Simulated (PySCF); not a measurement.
B3H5N3, SMILES N1[B]NBNB1, multiplicity 2. The structure is a stationary point at PBE0-D3(BJ)/def2-SVP. The isomer is the one that the SMILES or the coordinates give; other isomers of the formula were not compared.

Computed equilibrium geometry at PBE0-D3(BJ)/def2-SVP (PySCF confirms it by a frequency run) as Cartesian coordinates in Å, and its point group:
point group C2v.
```xyz
11

B      0.0000     0.0000     1.4847
N      0.0000    -1.2273     0.7731
B      0.0000    -1.2546    -0.6575
N      0.0000     0.0000    -1.3367
B      0.0000     1.2546    -0.6575
N      0.0000     1.2273     0.7731
H      0.0000    -2.1023     1.2806
H      0.0000    -2.3006    -1.2638
H      0.0000     0.0000    -2.3481
H      0.0000     2.3006    -1.2638
H      0.0000     2.1023     1.2806
```
Charge 0, spin multiplicity 2.
